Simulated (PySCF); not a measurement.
## Computed properties of B(F)(GeH3)(OH) (BFGeH4O), SMILES [GeH3][B](O)F

B(F)(GeH3)(OH) (BFGeH4O), SMILES O[B](F)[GeH3]. Geometry optimised at r2SCAN-D4/def2-SVP. The values are those of a single conformer. All values are computed for the isolated molecule unless a solvent is named; none is compared with measurement here.

**Structure.** The optimised structure has Cs symmetry. All 18 harmonic modes at r2SCAN-D4/def2-SVP (PySCF) are real, so it is a minimum. With heavy atoms numbered as in [B:1]([F:2])([GeH3:3])[OH:7], the shortest bond between them is B1–F2 at 1.341 Å and the longest B1–Ge3 at 2.068 Å.

**Vibrations.** The strongest infrared lines (harmonic, unscaled, degenerate partners summed) lie at 1413 cm⁻¹ (259 km/mol, B 70 %, O 24 %), 1257 cm⁻¹ (213 km/mol, B 63 %, H 17 %, F 15 %), 811 cm⁻¹ (131 km/mol, H 97 %). The softest mode is at 43 cm⁻¹ and the zero-point energy is 28.1 kcal/mol.

**Electronic structure.** M06-2X/def2-TZVP (PySCF) places the frontier levels at -9.86 and 0.43 eV, a gap of 10.29 eV, and gives a dipole moment of 1.37 D and a mean polarisability of 49.2 bohr³. PBE/def2-TZVP (PySCF) at the same geometry gives -7.39 and -1.38 eV, so its gap is 4.28 eV narrower. An orbital gap is neither the optical nor the fundamental gap.

**Excitations.** TDA-PBE0/def2-SVPD (PySCF) has S1 at 6.94 eV (179 nm, f = 0.038, weak); the most intense of the 10 singlets computed lies at 7.64 eV (f = 0.13). T1 (TDA) is at 5.57 eV, 1.37 eV under S1. TDA-PBE/def2-SVPD (PySCF) puts S1 at 6.54 eV. No vertical singlet excitation falls in the visible range (under 3.1 eV).

**NMR.** GIAO shifts at HF/pcSseg-1 (PySCF) (non-relativistic, atoms alike by connectivity averaged): ¹H from 3.5 to 5.2 ppm against TMS; ¹⁹F at -26.9 ppm against CFCl3; ¹¹B at 22.9 ppm against BF3.
